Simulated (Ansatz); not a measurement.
Computed with Ansatz on PBE0-D4/def2-TZVP structures; ΔE is electronic, products minus reactants. CCSD(T)/CBS is the MP2 limit (def2-TZVPP, def2-QZVPP) plus CCSD(T) − MP2 in def2-TZVPP, frozen cores. DFT in def2-TZVPP. Elements past krypton have def2 core potentials. For Ga, Te outer-core shells are correlated without core-valence functions, which leaves a few kJ/mol of doubt a bond. Scalar relativity is left out up to krypton.

`[PH2][GaH2]` + H₂Te → `P[TeH]` + `[GaH3]`  (cleavage of the P–Ga bond)

```csv
level,ΔE (eV)
CAM-B3LYP,0.24
RPA@PBE/def2-TZVPP,0.26
CCSD/def2-TZVPP,0.28
HF/def2-QZVPP,0.18
```

Q: What does CCSD(T)/CBS give? (An estimate is asked.)

A: The calculation gave: +0.22 eV. The listed levels differ from it by 0.02, 0.04, 0.06, -0.04 eV.

Largest T1 diagnostic among the species: 0.014.

In def2-TZVPP, CCSD(T) changes the Hartree–Fock value by +0.09 eV (the triples alone add −0.00 eV) and MP2 by +0.03 eV. Leaving LDA and LC-ωPBE aside and taking each functional with its dispersion term where it has one, the values, not all of them listed here, spread over 0.06 eV, from BLYP-D4 to r2SCAN-D4. LDA lies +0.05 eV from PBE without D4. At CCSD(T), def2-SVP lies +0.10 eV from the extrapolated value and def2-TZVPP +0.06 eV.
